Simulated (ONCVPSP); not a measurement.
## rhodium, ONCV: configuration errors across variants

rhodium (Rh), optimised norm-conserving Vanderbilt (ONCV), made with ONCVPSP 4.0.1 (PBEsol, scalar-relativistic). Core [Ar] 3d10, reference 4s2 4p6 4d7 5s2. Waves: 4s+5s: rc 1.60 bohr, ncon 4, nbas 8, qcut 6.4 1/bohr, 2 projectors; 4p: rc 1.10 bohr, ncon 4, nbas 9, qcut 7.6 1/bohr, 2 projectors, debl 1.7 Ha; 4d: rc 2.15 bohr, ncon 4, nbas 9, qcut 7.5 1/bohr, 2 projectors, debl 1.3 Ha. Local part: polynomial inside 0.80 bohr (lpopt 5, dvloc0 4 Ha). Core correction: Teter function, fcfact 3.5, rcfact 1.75.

In the p channel the program set the typed energies aside and used -1.978, 0.250 Ha.

All-electron excitation energies from the reference (eV): (1) 4s2 4p6 4d8 5s1 -2.452; (2) 4s2 4p6 4d8 5s0 5.010; (3) 4s2 4p6 4d7 5s0 24.520; (4) 4s2 4p6 4d7 5s1 8.690.

1 further variants failed, have other tests or too few solved ones, and are left out.

Errors AE − PS in meV (a dash: test not solved or not reliable):

```
     change   (1)   (2)   (3)   (4)  bound ghosts  GHOST(+) flags above zero
       base  +5.3  +6.8  -8.5  -1.9          none                          s
d: qcut 4.7   +49   +83  -4.0  -0.4          none                       s, d
d: qcut 5.3   +33   +55  -5.0  -0.9          none                       s, d
d: qcut 6.7   +11   +18  -7.6  -1.6          none                          s
d: qcut 7.4  +5.9  +7.9  -8.5  -1.8          none                          s
d: qcut 8.4  +1.1  -0.8  -9.3  -2.1          none                          s
  d: qcut 9  -0.9  -4.4  -9.7  -2.2          none                          s
```

(1) Give the same row for: d: qcut 10.1.

## Answers

(1) -1.5, -5.5, -9.8, -2.2; bound ghosts: none; GHOST(+) flags above zero: s.
